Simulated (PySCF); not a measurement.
Species: C₇H₁₇NSi.
Geometry (GFN2-xTB, Å), atoms numbered from 1 in this order:
```xyz
26
C7H17NSi angstrom
C     -1.2260   -0.7568    1.4182
C     -1.1563    0.2349    0.2549
C     -1.5719    1.6223    0.7626
C     -2.1374   -0.1855   -0.8431
C      0.2753    0.3173   -0.3313
C      0.7820   -0.9799   -0.9706
C      2.2948   -0.8659   -1.1510
Si     2.8500    0.1036    0.3830
N      1.2548    0.6461    0.6908
H     -0.4130   -0.5748    2.1167
H     -2.1718   -0.6474    1.9444
H     -1.1559   -1.7822    1.0650
H     -1.4237    2.3761   -0.0083
H     -1.0008    1.9088    1.6426
H     -2.6242    1.6197    1.0384
H     -3.1568   -0.1556   -0.4639
H     -1.9342   -1.1968   -1.1836
H     -2.0693    0.4873   -1.6956
H      0.2612    1.1021   -1.1084
H      0.2808   -1.1678   -1.9209
H      0.5748   -1.8098   -0.2956
H      2.5202   -0.3066   -2.0595
H      2.7474   -1.8485   -1.2620
H      3.8298    1.1473    0.0537
H      3.3257   -0.7204    1.4978
H      1.0234    1.4549    1.2411
```

Definitions: NICS(0) = −σiso at the ring centroid; NICS(1) = −σiso and NICS(1)zz = −σzz at ±1 Å along the ring normal z. Level: GIAO PBE0/pcSseg-1 (PySCF, non-relativistic, gas phase) on the GFN2-xTB geometry, one conformer.

Ring bond lengths (Å), with Mayer bond orders in brackets: C5–C6 1.532 (1.00), C6–C7 1.528 (1.04), C7–Si8 1.898 (0.91), Si8–N9 1.713 (1.01), N9–C5 1.453 (0.94).

Give the NICS values of each ring in ppm.

| ring | type | NICS(0) | NICS(1), two faces | NICS(1)zz, two faces | rms pucker (Å) | centre to ring atoms, mean (Å) |
| --- | --- | --- | --- | --- | --- | --- |
| C5–C6–C7–Si8–N9 | 5-membered ring with N and Si; formal bonds all single | -6.8 | -4.3 / -3.0 | -2.4 / -2.1 | 0.17 | 1.36 |

What can be read from them?

- C5–C6–C7–Si8–N9: mean NICS(1)zz -2.3 ppm, near zero. C5, C6, C7, Si8 have four or more neighbours, and the NICS criterion for π rings isn't applied.

What is the mean of the two in-plane components of NICS at the first NICS(1) probe listed for ring C5–C6–C7–Si8–N9, 1 Å off the ring?

The isotropic value is a third of the trace: (3 × -4.3 − (-2.4))/2 = -5.2 ppm.

List the ring angles and the Hirshfeld charges of the ring atoms.

- C5–C6–C7–Si8–N9: C5 105.2° (+0.022 e), C6 108.3° (-0.071 e), C7 103.4° (-0.162 e), Si8 92.0° (+0.368 e), N9 115.4° (-0.237 e); sum 524.3° against 540° for a flat convex ring.

How shielded are the nuclei of the rings and their hydrogens (means over atoms taken as equivalent)?

| atoms | environment | σ isotropic (ppm) |
| --- | --- | --- |
| C5 | sp3 carbon bound to nitrogen | 115.4 |
| C6 | ring CH2 carbon | 157.5 |
| C7 | sp3 carbon bound to silicon | 175.5 |
| Si8 | SiH2 silicon | 375.9 |
| N9 | silicon-bound nitrogen | 232.5 |
| H19 | methine hydrogen | 28.78 |
| H20 | methylene hydrogen | 29.79 |
| H21 | methylene hydrogen | 30.44 |
| H22 | methylene hydrogen | 30.65 |
| H23 | methylene hydrogen | 30.62 |
| H24 | Si–H hydrogen | 26.70 |
| H25 | Si–H hydrogen | 26.77 |
| H26 | N–H hydrogen | 31.62 |
